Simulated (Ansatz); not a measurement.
CH4F2MoO2S, SMILES `C[O][Mo]([OH])([F])([F])=[S]` at its PBE0-D4/def2-TZVP geometry, where that method's forces vanish. Total charge 0; spin multiplicity 1. Mo: def2 effective core potential.

```xyz
11

C     0.4967   -0.7027   -1.6215
O    -0.3207   -0.0899   -0.6645
Mo   -0.0515    0.4902    1.0712
O    -1.8418    0.9957    1.1522
F     1.6533    0.9370    0.4352
F     0.2902    1.8423    2.2888
S     0.1968   -1.3083    2.0921
H     1.4795   -0.2212   -1.6268
H     0.6182   -1.7631   -1.3744
H     0.0316   -0.6007   -2.6038
H    -2.5521    0.4206    0.8514
```

Question: What forces (eV/Å) does PBE-D4/def2-TZVPP give on these atoms in Ansatz? (An estimate is asked.)

Answer: Ansatz gave: 
```
C1   0.013 -0.081 -0.137
O2  -0.294 -0.091 -0.404
Mo3 -0.008  0.359 -0.019
O4  -0.384  0.447  0.161
F5   0.572  0.132 -0.211
F6   0.110  0.474  0.462
S7   0.124 -0.866  0.472
H8   0.227  0.101 -0.008
H9   0.045 -0.233  0.044
H10 -0.075  0.011 -0.237
H11 -0.331 -0.253 -0.124
```
